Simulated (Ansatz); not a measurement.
```yaml
crystal:
  periodic: [false, false, false]
  atoms:
    - {symbol: F, position_ang: [-2.056387, -0.570065, 1.722329]}
    - {symbol: C, position_ang: [-0.897921, -0.226729, 1.169752]}
    - {symbol: N, position_ang: [-0.714169, -0.337376, -0.048530]}
    - {symbol: Si, position_ang: [0.688601, 0.029023, -0.945567]}
    - {symbol: F, position_ang: [1.896909, 0.450084, 0.003249]}
    - {symbol: Cl, position_ang: [0.284875, 1.599494, -2.164856]}
    - {symbol: H, position_ang: [-0.214626, 0.134972, 1.942476]}
    - {symbol: H, position_ang: [1.104818, -1.136503, -1.734551]}
basis:
  gaussian: {orbitals: def2-TZVPP, fitting: {mean_field: def2-universal-jkfit}}
hamiltonian: {xc: {name: PBE0-DH}}
scf: {lower_state_search: full}
```

```sh
$ ansatz run in.yaml --threads 4 --pin off --events-out ev --progress --plain --max-ram 10444MiB
```

Shortened log:

```
Functional definition: PBE0-DH
598 factors; integrals over basis functions are off by at most 1.6e0 eV
mean field evaluation 1: about -28375.4716 eV, gradient 5.1e1 eV
mean field evaluation 2: about -28375.4713 eV, gradient 5.1e1 eV
mean field evaluation 4: about -28379.7645 eV, gradient 6.9e0 eV
mean field evaluation 8: about -28379.8612 eV, gradient 5.3e-2 eV
mean field evaluation 16: about -28379.8613 eV, gradient 3.3e-5 eV
mean field -28379.86125431 eV, -1042.9406645350 hartree, gradient 1.2e-6 eV, S^2 0.000000; 0 other end points of the search recorded, 0 dependent functions left out
14 core orbitals not correlated: weight in the atoms' cores, before any rotation towards them, 1.000 or more for the frozen orbitals, at most 0.000 for the correlated occupied ones
reference -28379.86127253 eV, -1042.9406652047 hartree; 18, 18 occupied and 204, 204 virtual orbitals, 598 factors
second order -37.94594783 eV of doubles, -0.00000000 eV of singles
Total energy: -28384.60451601 eV, -1043.1149761874 hartree
```

Hardware: 4 threads of an Arm Neoverse V2 on a shared host. Wall time 3.6 s, peak host memory 0.36 GiB.
